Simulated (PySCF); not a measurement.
SMILES [GeH3][SiH2]c1ccccc1 (C6H10GeSi) (GFN2-xTB optimised geometry):

```
18

Ge     2.780     1.677    -0.403
Si     0.513     2.050     0.015
C     -0.425     0.413     0.000
C      0.248    -0.804    -0.001
C     -0.441    -2.003     0.000
C     -1.825    -2.003     0.000
C     -2.513    -0.801     0.000
C     -1.817     0.394     0.001
H      3.594     2.924    -0.584
H      3.105     0.885    -1.637
H      3.535     0.944     0.670
H      0.329     2.695     1.322
H     -0.064     2.938    -1.003
H      1.333    -0.812    -0.003
H      0.101    -2.938     0.000
H     -2.367    -2.938    -0.001
H     -3.594    -0.796    -0.001
H     -2.357     1.330     0.001
```

Computed with PySCF with CAM-B3LYP/def2-SVP.

**Question.** What are the frontier orbital energies and the dipole moment?

**Answer.** HOMO-2 -9.70 eV, HOMO-1 -8.67 eV, HOMO -8.59 eV, LUMO 0.53 eV, LUMO+1 0.93 eV; dipole moment 1.22 D.

Meta-Löwdin charges at CAM-B3LYP/def2-SVP: Ge1 0.11, Si2 0.43, C3 -0.21, C4 -0.09, C5 -0.10, C6 -0.09, C7 -0.10, C8 -0.09, H9 -0.05, H10 -0.06, H11 -0.06, H12 -0.10, H13 -0.10, H14 0.10, H15 0.10, H16 0.11, H17 0.10, H18 0.10.
